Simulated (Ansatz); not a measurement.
Geometry optimisation, RKS PBE0/def2-SVP (Ansatz 0.2.0).

input.yaml

```yaml
crystal:
  periodic: [false, false, false]
  atoms:
    - { symbol: Si, position_ang: [-0.1689, 1.93133, -0.81074] }
    - { symbol: C, position_ang: [-0.55326, 0.20559, -0.57111] }
    - { symbol: O, position_ang: [0.13897, -0.57301, 0.32042] }
    - { symbol: Si, position_ang: [0.52268, -1.85724, 1.10599] }
    - { symbol: H, position_ang: [-0.95319, 2.67429, -1.77346] }
    - { symbol: H, position_ang: [0.89501, 2.5852, -0.0701] }
    - { symbol: H, position_ang: [-1.33816, -0.31331, -1.10444] }
    - { symbol: H, position_ang: [1.61796, -1.53243, 1.98429] }
    - { symbol: H, position_ang: [-0.16111, -3.12044, 0.91914] }
total_charge: 1
basis:
  gaussian: { orbitals: def2-SVP }
hamiltonian:
  xc: pbe0
relax:
  f_tol: 0.02
  max_steps: 50
```

Launched with:

```bash
$ ansatz run input.yaml --threads 2 --pin off --max-ram 3072MiB --backend cpu --events-out ev --progress --plain --runs-dir out
```

Q: Where does it end, and by what steps?

A: It converged. After 7 steps the energy has fallen by 0.136 eV; H8 moved furthest, 0.30 Å.

```tsv
step	energy less start (eV)	largest force component (eV/Å)	accepted
0	0.0000	1.655	yes
1	-0.0991	0.697	yes
2	-0.1191	0.135	yes
3	-0.1280	0.128	yes
4	-0.1302	0.309	yes
5	-0.1350	0.089	yes
6	-0.1363	0.022	yes
7	-0.1363	0.004	yes
```

```xyz
9
Properties=species:S:1:pos:R:3
Si -0.207 1.932 -0.846
C -0.470 0.243 -0.508
O 0.283 -0.436 0.404
Si 0.538 -1.840 1.114
H -1.080 2.568 -1.852
H 0.850 2.693 -0.148
H -1.246 -0.349 -1.008
H 1.632 -1.812 2.094
H -0.301 -2.998 0.750
```

Time of the run: 10 s on 2 threads of INTEL(R) XEON(R) PLATINUM 8581C CPU @ 2.10GHz (Emerald Rapids), on a shared host, peak memory 0.19 GiB.
